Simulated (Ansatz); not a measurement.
C2H5BF2O, SMILES `CCOB(F)F`, relaxed with RKS PBE-D4/def2-SVP in Ansatz 0.2.0 from a rough embedded geometry. The force threshold is 0.03 eV/Å; the program also tests the step.

The species carries charge 0 and has multiplicity 1.

Start:

```xyz
11

C     1.136    1.285   -0.037
C    -0.020    0.266   -0.308
O    -0.016   -0.764    0.658
B    -1.177   -1.618    0.479
F    -2.439   -1.415    1.035
F    -0.948   -2.840   -0.387
H     1.137    2.034   -0.796
H     2.074    0.678   -0.055
H     1.060    1.682    0.989
H     0.134   -0.164   -1.310
H    -0.943    0.856   -0.267
```

Question: How much energy does the relaxation release, and in how many steps? (An estimate is asked.)

Answer: Computed: 1.36 eV, in 27 steps, 2 of them rejected.

Question: Which bonds change most? (An estimate is asked.)

Answer: The calculation gave: B4–F6 from 1.516 to 1.332 Å; O3–B4 from 1.452 to 1.350 Å; B4–F5 from 1.393 to 1.341 Å; C1–C2 from 1.565 to 1.520 Å.

Question: Give the relaxed structure. (An estimate is asked.)

Answer: The calculation gave: 
```xyz
11

C     0.936    1.043    0.119
C    -0.074    0.330   -0.766
O    -0.118   -1.075   -0.477
B    -0.891   -1.555    0.520
F    -1.687   -0.767    1.258
F    -0.875   -2.859    0.789
H     1.015    2.112   -0.166
H     1.939    0.583    0.022
H     0.630    0.996    1.184
H     0.210    0.415   -1.835
H    -1.085    0.776   -0.647
```
